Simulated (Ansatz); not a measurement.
Computed with Ansatz.

A structure relaxed at PBE0-D4/def2-TZVP, charge 0, multiplicity 1:

Cartesian coordinates in Å:
```
F 1.922 0.972 -0.506
C 0.723 0.396 -0.275
B 0.332 -0.214 0.982
Al -1.373 -0.579 0.039
F -2.580 -0.679 -1.069
H 0.141 0.490 -1.210
H 0.834 -0.385 2.039
```

**Question.** Give its formula and SMILES.

**Answer.** CH2AlBF2, `F[CH]1[BH][Al]1[F]`.

**Question.** Point group (tolerance 0.08 Å, 0.16 Å for H)?

**Answer.** Cs.

**Question.** Summarise the bond lengths by kind.

**Answer.** 1 × C–F 1.350 Å; 1 × B–C 1.450 Å; 1 × Al–C 2.333 Å; 1 × C–H 1.106 Å; 1 × Al–B 1.983 Å; 1 × B–H 1.183 Å; 1 × Al–F 1.641 Å.
